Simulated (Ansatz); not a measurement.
Born–Oppenheimer molecular dynamics of H₂OSSe (5 atoms, charge 0, multiplicity 1). It starts at the highest image of a converged band, a first-order saddle point between two minima.

These are results of RKS B3LYP-D4/def2-SVPD in Ansatz, not measurements.

```json
{
 "ensemble": "NVE (velocity Verlet)",
 "time step": "0.5 fs",
 "steps asked": "200",
 "starting velocities drawn for": "100 K",
 "seed": "5043"
}
```

Frames 0.5 fs apart, positions in Å, forces in eV/Å.

Velocities at 60.0 fs (Å/ps):

```
S -0.13 1.37 -2.72
O -0.15 -4.72 3.94
Se -0.30 0.14 -0.31
H -5.71 -28.52 28.55
H 36.13 48.67 19.87
```

```xyz
5
Properties=species:S:1:pos:R:3:forces:R:3 time_fs=60.0 energy_less_start_eV=-0.308 T=895
S -1.210 -0.922 0.336 -0.51 0.23 -0.11
O -0.047 0.408 0.591 -0.40 -0.70 -1.22
Se 1.984 0.228 0.072 0.26 0.07 -0.62
H -0.536 -1.789 -0.476 0.42 0.44 0.10
H 0.442 0.070 1.341 0.23 -0.04 1.85
5
Properties=species:S:1:pos:R:3:forces:R:3 time_fs=60.5 energy_less_start_eV=-0.325 T=937
S -1.210 -0.921 0.335 -0.50 0.27 -0.01
O -0.047 0.406 0.593 -0.20 -0.77 -0.99
Se 1.984 0.228 0.072 0.26 0.06 -0.62
H -0.538 -1.802 -0.461 0.46 0.43 0.09
H 0.461 0.094 1.353 -0.01 0.02 1.53
5
Properties=species:S:1:pos:R:3:forces:R:3 time_fs=61.0 energy_less_start_eV=-0.340 T=974
S -1.210 -0.920 0.333 -0.50 0.29 0.07
O -0.048 0.403 0.595 0.08 -0.87 -0.62
Se 1.984 0.228 0.071 0.24 0.05 -0.59
H -0.540 -1.815 -0.447 0.50 0.42 0.07
H 0.479 0.118 1.369 -0.32 0.10 1.07
5
Properties=species:S:1:pos:R:3:forces:R:3 time_fs=61.5 energy_less_start_eV=-0.348 T=995
S -1.211 -0.920 0.332 -0.49 0.31 0.15
O -0.048 0.400 0.596 0.39 -0.94 -0.21
Se 1.984 0.228 0.071 0.21 0.03 -0.56
H -0.540 -1.827 -0.432 0.53 0.41 0.07
H 0.497 0.143 1.387 -0.64 0.18 0.56
5
Properties=species:S:1:pos:R:3:forces:R:3 time_fs=62.0 energy_less_start_eV=-0.346 T=990
S -1.211 -0.919 0.331 -0.48 0.33 0.21
O -0.048 0.398 0.598 0.70 -0.97 0.20
Se 1.984 0.228 0.071 0.17 0.02 -0.51
H -0.538 -1.837 -0.417 0.56 0.40 0.06
H 0.513 0.168 1.407 -0.94 0.22 0.05
5
Properties=species:S:1:pos:R:3:forces:R:3 time_fs=62.5 energy_less_start_eV=-0.336 T=964
S -1.211 -0.918 0.329 -0.47 0.33 0.25
O -0.048 0.395 0.600 0.97 -0.95 0.55
Se 1.984 0.228 0.071 0.12 0.01 -0.46
H -0.536 -1.847 -0.402 0.57 0.40 0.06
H 0.526 0.194 1.427 -1.19 0.21 -0.40
5
Properties=species:S:1:pos:R:3:forces:R:3 time_fs=63.0 energy_less_start_eV=-0.320 T=924
S -1.211 -0.917 0.328 -0.46 0.33 0.29
O -0.048 0.391 0.601 1.19 -0.90 0.83
Se 1.984 0.228 0.071 0.07 0.00 -0.41
H -0.532 -1.856 -0.387 0.58 0.39 0.07
H 0.537 0.220 1.446 -1.38 0.17 -0.77
5
Properties=species:S:1:pos:R:3:forces:R:3 time_fs=63.5 energy_less_start_eV=-0.303 T=881
S -1.212 -0.916 0.327 -0.44 0.32 0.31
O -0.047 0.388 0.603 1.35 -0.81 1.03
Se 1.983 0.229 0.070 0.03 -0.01 -0.36
H -0.527 -1.864 -0.371 0.57 0.39 0.08
H 0.545 0.246 1.463 -1.52 0.10 -1.06
5
Properties=species:S:1:pos:R:3:forces:R:3 time_fs=64.0 energy_less_start_eV=-0.290 T=847
S -1.212 -0.915 0.326 -0.41 0.31 0.33
O -0.047 0.385 0.605 1.47 -0.69 1.16
Se 1.983 0.229 0.070 -0.01 -0.01 -0.32
H -0.520 -1.871 -0.356 0.56 0.39 0.10
H 0.549 0.273 1.477 -1.61 0.01 -1.26
5
Properties=species:S:1:pos:R:3:forces:R:3 time_fs=64.5 energy_less_start_eV=-0.283 T=830
S -1.212 -0.915 0.324 -0.38 0.28 0.33
O -0.046 0.381 0.607 1.54 -0.56 1.22
Se 1.983 0.229 0.070 -0.04 -0.01 -0.29
H -0.512 -1.877 -0.340 0.55 0.39 0.12
H 0.549 0.299 1.488 -1.67 -0.10 -1.38
5
Properties=species:S:1:pos:R:3:forces:R:3 time_fs=65.0 energy_less_start_eV=-0.285 T=836
S -1.213 -0.914 0.323 -0.34 0.26 0.34
O -0.045 0.378 0.610 1.58 -0.42 1.22
Se 1.983 0.229 0.069 -0.07 -0.01 -0.28
H -0.503 -1.882 -0.324 0.52 0.40 0.14
H 0.545 0.326 1.497 -1.69 -0.22 -1.42
5
Properties=species:S:1:pos:R:3:forces:R:3 time_fs=65.5 energy_less_start_eV=-0.297 T=867
S -1.213 -0.913 0.322 -0.30 0.22 0.34
O -0.043 0.374 0.612 1.57 -0.28 1.14
Se 1.983 0.229 0.069 -0.08 -0.02 -0.27
H -0.492 -1.886 -0.307 0.49 0.40 0.16
H 0.537 0.352 1.501 -1.67 -0.33 -1.37
```

Of the whole run (100 fs, mean temperature of the second half 1069 K): The conserved energy stayed within 0.38 meV per atom of its start (net change -0.092 meV per atom), so the integration is sound. The system heated up, since it started high on the potential surface and ran downhill. A run of 0.1 ps of so small a system gives no equilibrium averages. The orbitals stay closed-shell, which can raise the energy where a bond breaks towards radicals; this wasn't checked here.

Run time: 6.2 min on 2 threads of Arm Neoverse V2, on a shared host, peak memory 0.23 GiB.
